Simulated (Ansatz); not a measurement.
`C=N[CH]([AlH2])[SiH3]` + H–F → `F[CH]([AlH2])[SiH3]` + `C=N` at 700 K and 1 bar (substitution at a C–N bond).

Gas-phase electronic energies from Ansatz, PBE0-D4/def2-TZVP geometries. CBS: MP2 limit from def2 TZ/QZ plus the TZ coupled-cluster correction, frozen cores. This one scheme is used for every species. One conformer a species, not always the lowest.

```
                species  CCSD(T)/CBS energy (Eh)  H − E (kJ/mol)  S (J/(mol·K))
`C=N[CH]([AlH2])[SiH3]`               -666.65591           321.1          528.3
                    H–F               -100.39570            45.2          198.5
  `F[CH]([AlH2])[SiH3]`               -672.50092           228.6          469.0
                  `C=N`                -94.52360           135.6          268.6
```

H − E and S are ideal-gas, rigid-rotor, harmonic terms from PBE0-D4/def2-TZVP, for one conformer and one mirror image of each species. 1 Eh = 2625.50 kJ/mol, R = 8.31446 J/(mol·K).

Problem. By hand: ΔE, ΔH, ΔS and ΔG.

Solution. ΔE = (-672.50092) + (-94.52360) − (-666.65591) − (-100.39570) = 0.02709 Eh = 71.1 kJ/mol. Δ(H − E) = 228.6 + 135.6 − 321.1 − 45.2 = -2.1, so ΔH = 69.0 kJ/mol. ΔS = 469.0 + 268.6 − 528.3 − 198.5 = 10.8 J/(mol·K). ΔG = 69.0 − 700 × (10.8)/1000 = 61.4 kJ/mol.

Problem. By hand: the equilibrium constant, and the temperature at which ΔG would vanish if ΔH and ΔS stayed fixed.

Solution. log₁₀ K = −ΔG/(RT ln 10) = -4.6. ΔG = 0 at ΔH/ΔS = 6389 K, far beyond where these terms or the molecules hold.

The number of gas molecules stays the same, so ΔS is small and ΔH decides. A doubt of 5 kJ/mol in ΔE shifts log₁₀ K by 0.4 here. Other conformers and mirror images would add mixing entropy, several J/(mol·K) or more a flexible species. Modes under 60 cm⁻¹, often nearly free rotors, make the harmonic entropy too high. These are equilibria of isolated gas molecules and say nothing of rates. Largest T1 diagnostic: 0.012 (customary marks: 0.02 for closed shells, 0.045 for open ones).
